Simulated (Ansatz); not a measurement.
Mulliken charges of ClH$_{4}$InOSi (`[SiH3][O][InH][Cl]`) from PBE/def2-TZVPP in Ansatz (PBE0-D4/def2-TZVP geometry).

```
atom   x (Å)   y (Å)   z (Å)  charge (e)
 Si1   0.399   1.379  -0.051       0.350
  O2   0.577  -0.117   0.584      -0.470
 In3  -0.272  -1.869   0.324       0.748
 Cl4  -1.929  -1.709  -1.291      -0.350
  H5   0.649   1.380  -1.520      -0.074
  H6  -0.972   1.912   0.185      -0.074
  H7   1.382   2.286   0.599      -0.071
  H8   0.166  -3.262   1.169      -0.060
```

Q: By hand: the dipole of these point charges (1 e Å = 4.8032 D).

A: Σ q r = (0.256, -0.472, 0.388) e Å, of length 0.662 e Å = 3.18 D.

Q: How does the dipole of the full density compare? (An estimate is asked.)

A: The calculation gave: (0.162, -0.406, 0.279) e Å, 2.49 D; the point charges give 1.28 times that, at 6° from its direction.

Point charges leave out the atoms' own dipoles, such as those of lone pairs, and Mulliken's split depends on the basis, so the two needn't agree.
